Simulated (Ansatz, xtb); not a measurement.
## Two isomers of C4H4BrFO2

Structure a is `O=C(O)/C(=C\F)CBr`, a singlet and structure b is `O=C(O)/C(F)=C/CBr`, a singlet. Both are isolated molecules in the gas phase, relaxed with B3LYP-D3(BJ)/def2-SVP; each stands in its lowest conformer found.

a (Å):

```yaml
atoms:
  - { symbol: C, position_ang: [1.5814, 0.6952, -1.9741] }
  - { symbol: C, position_ang: [0.1824, 1.1238, -2.2584] }
  - { symbol: C, position_ang: [-0.4401, 2.1675, -1.6835] }
  - { symbol: C, position_ang: [-0.5455, 0.3103, -3.2740] }
  - { symbol: Br, position_ang: [-1.2772, -1.3585, -2.4838] }
  - { symbol: F, position_ang: [0.0958, 2.9672, -0.7803] }
  - { symbol: O, position_ang: [2.1657, -0.1199, -2.6490] }
  - { symbol: O, position_ang: [2.1367, 1.2935, -0.9087] }
  - { symbol: H, position_ang: [3.0392, 0.9380, -0.8358] }
  - { symbol: H, position_ang: [-1.4694, 2.4479, -1.9327] }
  - { symbol: H, position_ang: [0.1344, -0.0277, -4.0624] }
  - { symbol: H, position_ang: [-1.4065, 0.8357, -3.7003] }
```

b (Å):

```yaml
atoms:
  - { symbol: C, position_ang: [0.0006, 2.3462, -2.4324] }
  - { symbol: C, position_ang: [-0.4705, 1.5347, -1.2725] }
  - { symbol: C, position_ang: [-0.3044, 0.2067, -1.2106] }
  - { symbol: C, position_ang: [-0.7540, -0.6248, -0.0714] }
  - { symbol: Br, position_ang: [0.8093, -1.3096, 0.9451] }
  - { symbol: F, position_ang: [-1.0741, 2.2170, -0.2944] }
  - { symbol: O, position_ang: [0.5570, 1.8760, -3.3945] }
  - { symbol: O, position_ang: [-0.2673, 3.6504, -2.2795] }
  - { symbol: H, position_ang: [0.0728, 4.1002, -3.0718] }
  - { symbol: H, position_ang: [0.2094, -0.2608, -2.0526] }
  - { symbol: H, position_ang: [-1.2872, -1.5252, -0.3997] }
  - { symbol: H, position_ang: [-1.3595, -0.0626, 0.6468] }
```

Problem. Which of the two would you expect CCSD(T)/def2-SVP + ΔMP2/def2-TZVPP electronic energies to favour?

Solution. Too close to call at this level: CCSD(T)/def2-SVP + ΔMP2/def2-TZVPP gives E(b) − E(a) = −0.54 kcal/mol.

How the difference moves with the method:

| level | geometry | E(b) − E(a) (kcal/mol) | departure from the last row (kcal/mol) | job, with rough time for the two |
| --- | --- | --- | --- | --- |
| GFN2-xTB | GFN2-xTB | +0.81 | +1.35 | optimisation, 0.28 s |
| HF/STO-3G | GFN2-xTB | −0.70 | −0.16 | single point, 1.6 s |
| r2SCAN-D4/def2-SVP | GFN2-xTB | −1.54 | −1.00 | single point, 12 s |
| B3LYP-D3(BJ)/def2-SVP | B3LYP-D3(BJ)/def2-SVP | −0.82 | −0.28 | optimisation, 2.7 min |
| HF/def2-SVP | B3LYP-D3(BJ)/def2-SVP | −1.48 | −0.94 | part of the CCSD(T) run |
| MP2/def2-SVP | B3LYP-D3(BJ)/def2-SVP | −0.20 | +0.34 | part of the CCSD(T) run |
| CCSD(T)/def2-SVP | B3LYP-D3(BJ)/def2-SVP | −0.64 | −0.10 | single point |
| CCSD(T)/def2-SVP + ΔMP2/def2-TZVPP | B3LYP-D3(BJ)/def2-SVP | −0.54 |  | single point, 7.9 min |

As drawn, both hold the same kinds of bond in the same numbers.

The largest departure from CCSD(T)/def2-SVP + ΔMP2/def2-TZVPP is that of GFN2-xTB, 1.35 kcal/mol. The last row adds to CCSD(T) the change of the MP2 difference between the two basis sets, here +0.10 kcal/mol.

With thermal terms from frequencies at re-optimised GFN2-xTB minima (ideal gas, soft modes damped towards free rotors, one conformer each, 298.15 K, 1 atm): the zero-point term adds −0.11 kcal/mol; ΔH is −0.64 and ΔG −0.82 kcal/mol.

The correlated steps freeze 16 core orbitals; the filled d shell of Br is correlated, in a basis made for valence electrons. Run with Ansatz 0.2.0, xtb 6.7.1; the last row on 2 threads of Arm Neoverse N1 on a shared host.
